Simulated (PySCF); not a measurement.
Polarisability and C₆ of Mo²⁺ (molybdenum, charge +2)

[Kr] 4d4, high-spin 5D determinant. Calculation: PySCF 2.14, in aug-cc-pwCVTZ-PP with ECP28MDF; scalar relativity through the core potential. Coupled (time-dependent) response in atomic units; α is the mean over directions.

```tsv
method	mean α (bohr³)	α xx, yy, zz	C₆ (like pair)	S(−4)
PBE0	10.07	9.536, 9.536, 11.13	53.53	40.36
```

S(−4) is the Cauchy moment in α(ω) = α(0) + S(−4) ω² + …

Spin-orbit coupling is absent.

α(iu) at PBE0:

```csv
u (hartree),α(iu) (bohr³)
0,10.07
0.0500,9.969
0.100,9.692
0.200,8.811
0.300,7.820
0.500,6.146
0.750,4.691
1.00,3.691
1.50,2.429
2.00,1.695
3.00,0.9343
5.00,0.3933
```

A single London oscillator, α(iu) = α/(1 + u²/ω²), gives C₆ = (3/4) ω α². Matching the computed C₆ needs ω = 4 × 53.53 / (3 × 10.07²) = 0.704 hartree.

For an ion, C₆ is the dispersion term alone; charge-induced terms of lower order in 1/R come first.

The components differ because the open shell of this determinant is not spherical; for a pure term their mean is the scalar polarisability.

Energies and moments cover only the electrons outside the core potential.
